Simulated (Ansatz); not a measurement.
Basis-set series for CH₄F₂Si, SMILES `FC(F)[SiH3]`. The species carries charge 0 and has multiplicity 1. All single points use the PBE0-D4/def2-TZVP geometry.

Cartesian coordinates in Å:
```
F 1.190 0.903 -1.186
C 0.892 -0.120 -0.331
F 1.768 -0.044 0.714
Si -0.911 0.053 0.304
H 1.101 -1.057 -0.862
H -1.820 -0.023 -0.866
H -1.039 1.358 0.993
H -1.181 -1.070 1.235
```

| functional | basis | functions | energy (Eh) | HOMO (eV) | LUMO (eV) |
| --- | --- | --- | --- | --- | --- |
| PBE0-D4 | def2-SVP | 80 | -529.03052 | -8.61 | 0.76 |
| PBE0-D4 | def2-QZVPP | 361 | -529.44682 | -8.77 | 0.12 |
| ωB97M-V | def2-SVP | 80 | -529.28582 | -10.90 | 2.64 |
| ωB97M-V | def2-QZVPP | 361 | -529.70922 | -11.10 | 1.48 |

Problem. Give the rows for def2-TZVPP. (Best estimate.)

Solution. Computed: 
```
functional       basis  functions  energy (Eh)  HOMO (eV)  LUMO (eV)
   PBE0-D4  def2-TZVPP        191   -529.42431      -8.74       0.30
   ωB97M-V  def2-TZVPP        191   -529.68804     -11.06       1.89
```

Positive LUMOs are unbound and depend on the basis.
